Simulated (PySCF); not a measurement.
PySCF input file for Sn(H)2(Me)(OMe) (C2H8OSn), SMILES C[O][SnH2][CH3], PBE-D3(BJ)/def2-SVP. Geometry optimised at PBE-D3(BJ)/def2-SVP. The structure was generated by enumeration; whether it is a known compound was not checked. The def2 effective core potentials stand for the cores of Sn; spin–orbit coupling is left out. Other conformers were not sampled.

```python
import numpy as np
from pyscf import gto, scf, dft, df
from pyscf.hessian import thermo

mol = gto.M(
    atom='''
    Sn    0.30153947    0.33529714    0.30379015
    C     1.68323718   -1.13257577   -0.49282638
    O    -1.42116151    0.23102565   -0.75419043
    C    -2.17202950   -0.95701800   -0.70162256
    H     0.79370782    1.96662559    0.03363808
    H    -0.09328994    0.01586884    1.96702005
    H     1.24192126   -2.14420570   -0.41206911
    H     2.63103295   -1.10365049    0.07885976
    H     1.88832626   -0.90504554   -1.55588618
    H    -3.09101472   -0.82452751   -1.31618032
    H    -1.63544646   -1.84925269   -1.11504717
    H    -2.51016455   -1.23131233    0.33037422
    ''',
    basis='def2-SVP',
    ecp={'Sn': 'def2-svp'},
    charge=0,
    spin=0,
    max_memory=1600,
    verbose=3,
)
mf = dft.RKS(mol, xc='pbe').density_fit(auxbasis='def2-universal-jkfit')
mf.disp = 'd3bj'
mf.grids.level = 3
mf.conv_tol = 1e-11
mf.max_cycle = 100
mf.kernel()

# [left out here: the lines that compute and print the analytic Hessian (its translational invariance restored by hand, since the grid's response is missing), thermochemistry and intensities]
```

Output:

```
converged SCF energy = -370.201335358078

WARN: DFTD3 does not support analytical Hessian, using finite difference


WARN: Mole.unit (angstrom) is changed to Bohr

Mode                                 0                   1                   2
Irrep
Freq [cm^-1]                       53.8363             63.9360            113.0243
Reduced mass [au]                   1.6457              1.3452              1.3156
Force const [Dyne/A]                0.0028              0.0032              0.0099
Char temp [K]                      77.4584             91.9896            162.6168
Normal mode                   x     y     z       x     y     z       x     y     z
       0  Sn                 0.00  0.01  0.00    0.00  0.01 -0.00   -0.00 -0.01 -0.01
       1   C                -0.08 -0.07 -0.01   -0.07 -0.05 -0.01    0.07  0.01  0.08
       2   O                -0.03  0.02  0.06   -0.03  0.00  0.05   -0.04  0.02  0.05
       3   C                 0.07 -0.05 -0.08    0.06 -0.06 -0.03   -0.03  0.02 -0.02
       4   H                 0.04 -0.01 -0.07    0.02 -0.00 -0.06   -0.01 -0.01 -0.03
       5   H                 0.07  0.08  0.03    0.06  0.06  0.02   -0.00  0.00 -0.01
       6   H                 0.01 -0.08  0.32   -0.31  0.02 -0.39    0.10 -0.00  0.08
       7   H                 0.06  0.13 -0.25   -0.22 -0.41  0.27    0.03  0.06  0.14
       8   H                -0.36 -0.28 -0.11    0.27  0.17  0.11    0.14 -0.02  0.09
       9   H                 0.06 -0.06 -0.06    0.05 -0.08 -0.02   -0.25  0.20  0.35
      10   H                 0.15  0.05 -0.19    0.12  0.01 -0.10   -0.18  0.14 -0.46
      11   H                 0.10 -0.21 -0.11    0.09 -0.16 -0.05    0.33 -0.28  0.03
Mode                                 3                   4                   5
Irrep
Freq [cm^-1]                      152.0372            203.9780            354.1374
Reduced mass [au]                   2.0754              2.9065              1.1049
Force const [Dyne/A]                0.0283              0.0712              0.0816
Char temp [K]                     218.7477            293.4789            509.5249
Normal mode                   x     y     z       x     y     z       x     y     z
       0  Sn                 0.01 -0.01 -0.01    0.02  0.02  0.02   -0.01 -0.01  0.01
       1   C                 0.07  0.02  0.05   -0.03 -0.00 -0.03    0.01  0.02 -0.02
       2   O                -0.07  0.02  0.12    0.04 -0.13 -0.01    0.01  0.03 -0.02
       3   C                -0.07  0.01 -0.06   -0.13 -0.02 -0.08    0.03  0.02  0.01
       4   H                -0.04 -0.01 -0.12   -0.09  0.02 -0.15    0.25 -0.17 -0.55
       5   H                 0.16  0.08  0.04    0.10  0.15  0.06    0.00  0.60  0.12
       6   H                 0.12 -0.00  0.05   -0.09  0.02 -0.06    0.16 -0.05 -0.17
       7   H                 0.03  0.08  0.12   -0.00 -0.08 -0.08    0.04  0.08 -0.06
       8   H                 0.14  0.00  0.06   -0.08  0.03 -0.04   -0.06  0.22  0.01
       9   H                 0.12 -0.02 -0.35   -0.14  0.18 -0.02    0.01 -0.00  0.03
      10   H                 0.06 -0.01  0.14   -0.28 -0.06 -0.19    0.04  0.03 -0.00
      11   H                -0.38  0.06 -0.15   -0.12 -0.07 -0.09    0.06  0.02  0.02
Mode                                 6                   7                   8
Irrep
Freq [cm^-1]                      496.3645            503.4918            534.1589
Reduced mass [au]                   1.7490              2.8989              2.7969
Force const [Dyne/A]                0.2539              0.4330              0.4702
Char temp [K]                     714.1580            724.4126            768.5357
Normal mode                   x     y     z       x     y     z       x     y     z
       0  Sn                 0.01  0.02  0.01    0.02 -0.02 -0.01   -0.02  0.01 -0.02
       1   C                 0.07 -0.07 -0.03   -0.14  0.15  0.08    0.01 -0.02 -0.00
       2   O                -0.10  0.00 -0.04   -0.03 -0.00 -0.00    0.13 -0.06  0.13
       3   C                -0.05 -0.05 -0.01   -0.02 -0.02 -0.01    0.03  0.03  0.01
       4   H                 0.45 -0.09  0.17    0.23 -0.06  0.11    0.31 -0.07  0.14
       5   H                -0.47  0.02 -0.11   -0.27  0.03 -0.07   -0.35 -0.01 -0.09
       6   H                 0.11 -0.10 -0.09   -0.11  0.13  0.06    0.05 -0.04 -0.05
       7   H                 0.10 -0.06 -0.08   -0.13  0.16  0.07    0.03 -0.00 -0.03
       8   H                 0.02  0.01 -0.03   -0.16  0.19  0.09   -0.01  0.03 -0.00
       9   H                -0.06 -0.11 -0.02   -0.02 -0.03 -0.01    0.09  0.19 -0.05
      10   H                -0.01 -0.03  0.01   -0.01 -0.02 -0.00   -0.03  0.01 -0.03
      11   H                -0.04 -0.05 -0.01   -0.03 -0.02 -0.01   -0.06 -0.00 -0.03
Mode                                 9                  10                  11
Irrep
Freq [cm^-1]                      581.1211            659.6854            735.9434
[...]
Freq [cm^-1]                     1383.7678           1414.0095           1417.3743
Reduced mass [au]                   1.0555              1.0535              1.0614
Force const [Dyne/A]                1.1908              1.2410              1.2563
Char temp [K]                    1990.9337           2034.4448           2039.2860
Normal mode                   x     y     z       x     y     z       x     y     z
       0  Sn                 0.00  0.00  0.00   -0.00  0.00 -0.00    0.00 -0.00  0.00
       1   C                 0.04  0.02  0.05    0.00  0.00  0.00   -0.00 -0.00  0.00
       2   O                 0.00  0.00  0.00    0.01  0.00 -0.00   -0.01 -0.01 -0.01
       3   C                 0.00  0.00  0.00    0.06  0.00 -0.02   -0.03 -0.03 -0.05
       4   H                -0.01  0.00 -0.01    0.00  0.00  0.01   -0.01  0.00 -0.00
       5   H                -0.01 -0.00 -0.01    0.00 -0.00 -0.01   -0.01  0.00  0.00
       6   H                -0.13  0.03 -0.65   -0.00  0.00 -0.01   -0.05  0.02 -0.03
       7   H                -0.07  0.27  0.18    0.00 -0.00  0.00    0.02  0.05 -0.03
       8   H                -0.34 -0.50 -0.15   -0.01 -0.00 -0.00    0.03 -0.01  0.01
       9   H                 0.00 -0.03 -0.01   -0.37 -0.16  0.54   -0.07  0.62  0.20
      10   H                -0.04 -0.03  0.01    0.14  0.09 -0.02    0.47  0.05  0.49
      11   H                 0.00 -0.04 -0.01   -0.64  0.02 -0.22    0.12 -0.16 -0.01
Mode                                21                  22                  23
Irrep
Freq [cm^-1]                     1428.7481           1814.8372           1873.1772
Reduced mass [au]                   1.0994              1.0149              1.0167
Force const [Dyne/A]                1.3223              1.9695              2.1019
Char temp [K]                    2055.6504           2611.1467           2695.0849
Normal mode                   x     y     z       x     y     z       x     y     z
       0  Sn                -0.00  0.00 -0.00    0.00  0.00 -0.01    0.00  0.01 -0.00
       1   C                -0.00 -0.00 -0.00   -0.00  0.00 -0.00    0.00 -0.00 -0.00
       2   O                 0.01  0.02 -0.00   -0.00 -0.00 -0.00    0.00  0.00 -0.00
       3   C                 0.03  0.08 -0.02    0.00  0.00  0.00    0.00 -0.00  0.00
       4   H                 0.00 -0.00  0.01    0.05  0.15 -0.04   -0.27 -0.93  0.16
       5   H                 0.01  0.00 -0.01   -0.23 -0.18  0.93   -0.03 -0.01  0.15
       6   H                 0.02 -0.01  0.04    0.01 -0.00 -0.00   -0.01  0.01  0.00
       7   H                 0.00 -0.03 -0.01    0.00 -0.00 -0.01    0.00  0.01  0.00
       8   H                 0.02  0.03  0.01    0.01 -0.01 -0.00    0.00  0.00 -0.00
       9   H                -0.04 -0.16  0.03   -0.00 -0.01  0.00    0.00  0.00  0.00
      10   H                -0.34 -0.38  0.41   -0.01 -0.00  0.00   -0.00 -0.00 -0.00
      11   H                 0.03 -0.64 -0.17   -0.00 -0.01 -0.01   -0.00 -0.00 -0.00
Mode                                24                  25                  26
Irrep
Freq [cm^-1]                     2860.1260           2910.3854           2985.4693
Reduced mass [au]                   1.0371              1.1040              1.0969
Force const [Dyne/A]                4.9984              5.5095              5.7600
Char temp [K]                    4115.0845           4187.3965           4295.4256
Normal mode                   x     y     z       x     y     z       x     y     z
       0  Sn                 0.00 -0.00  0.00   -0.00  0.00  0.00    0.00  0.00  0.00
       1   C                -0.00  0.00 -0.00    0.00 -0.00 -0.00    0.00 -0.00 -0.00
       2   O                -0.00 -0.00 -0.00    0.00 -0.00 -0.00   -0.00 -0.00  0.00
       3   C                -0.00 -0.05  0.02   -0.04  0.03  0.07   -0.06  0.03 -0.05
       4   H                -0.00  0.00 -0.00    0.00  0.00 -0.00   -0.00 -0.00  0.00
       5   H                -0.00  0.00 -0.01   -0.00 -0.00 -0.00    0.00 -0.00 -0.00
       6   H                -0.00 -0.00  0.00    0.00  0.01 -0.00    0.00  0.00 -0.00
       7   H                 0.00  0.00  0.00   -0.00 -0.00 -0.00   -0.00 -0.00 -0.00
       8   H                 0.00  0.00 -0.00   -0.00 -0.00  0.00   -0.00 -0.00  0.00
       9   H                 0.23 -0.04  0.15    0.00  0.01  0.03    0.75 -0.13  0.51
      10   H                -0.34  0.53  0.27    0.33 -0.51 -0.23    0.08 -0.13 -0.08
      11   H                 0.20  0.14 -0.60    0.19  0.16 -0.64   -0.07 -0.03  0.17
Mode                                27                  28                  29
Irrep
Freq [cm^-1]                     2991.3072           3103.9419           3111.5957
Reduced mass [au]                   1.0311              1.1045              1.1053
Force const [Dyne/A]                5.4359              6.2694              6.3051
Char temp [K]                    4303.8251           4465.8813           4476.8934
Normal mode                   x     y     z       x     y     z       x     y     z
       0  Sn                -0.00  0.00  0.00    0.00  0.00  0.00    0.00  0.00 -0.00
       1   C                 0.03 -0.03 -0.01    0.07  0.04  0.04    0.02  0.05 -0.07
       2   O                 0.00  0.00  0.00   -0.00  0.00 -0.00    0.00  0.00  0.00
       3   C                 0.00 -0.00 -0.00   -0.00  0.00  0.00   -0.00  0.00  0.00
       4   H                 0.00 -0.00 -0.00    0.00 -0.00  0.00    0.00 -0.00  0.00
       5   H                 0.00 -0.00 -0.00    0.00 -0.00 -0.00   -0.00  0.00  0.00
       6   H                 0.24  0.51 -0.05   -0.22 -0.52  0.05   -0.22 -0.49  0.03
       7   H                -0.50 -0.03 -0.32   -0.62 -0.02 -0.38    0.17  0.02  0.09
       8   H                -0.09 -0.13  0.52    0.05  0.06 -0.21   -0.14 -0.15  0.73
       9   H                -0.00  0.00 -0.00    0.00 -0.00  0.00    0.00 -0.00  0.00
      10   H                -0.01  0.01  0.00    0.00 -0.00 -0.00    0.00 -0.00 -0.00
      11   H                -0.00 -0.00  0.00   -0.00 -0.00 -0.00   -0.00  0.00 -0.00
temperature 298.1500 [K]
pressure 101325.00 [Pa]
Rotational constants [GHz] 6.25157 2.64207 2.05341
Symmetry number 1
Zero-point energy (ZPE) 0.08752 [Eh]   229772.265 [J/mol]
                           tot       elec      trans        rot        vib
Entropy [J/mol/K]       374.749      0.000    172.561    111.513     90.676
Cv [J/mol/K]            108.256      0.000     12.472     12.472     83.313
Cp [J/mol/K]            116.571      0.000     20.786     12.472     83.313
Internal energy [J/mol]                      3718.434   3718.434 243322.658
Internal energy [Eh]   -370.10583  -370.20134
Enthalpy [J/mol]                             6197.391   3718.434 243322.658
Enthalpy [Eh]          -370.10488
Gibbs free energy [J/mol]                  -45251.533 -29529.026 216287.485
Gibbs free energy [Eh] -370.14744
mode   freq/cm-1   IR/(km/mol)
   1       53.84         1.258
   2       63.94         0.710
   3      113.02         0.958
   4      152.04         6.064
   5      203.98         3.904
   6      354.14        26.588
   7      496.36        14.986
   8      503.49        29.468
   9      534.16        35.923
  10      581.12       103.036
  11      659.69        94.723
  12      735.94        89.828
  13      755.25        41.519
  14     1091.44       177.052
  15     1131.82         0.120
  16     1151.74         1.927
  17     1157.68         2.924
  18     1380.54         2.386
  19     1383.77         1.495
  20     1414.01         3.826
  21     1417.37         3.677
  22     1428.75        38.437
  23     1814.84       160.813
  24     1873.18       157.355
  25     2860.13       114.942
  26     2910.39        71.187
  27     2985.47        47.414
  28     2991.31         3.167
  29     3103.94         1.659
  30     3111.60         1.050
max |gradient| / (hartree/bohr): 5.231997618897881e-05
APT charges: [ 1.4342 -0.3211 -0.855   0.5461 -0.2896 -0.3188  0.0126  0.0119  0.0121
 -0.0671 -0.0839 -0.0814]
```

The run converged.
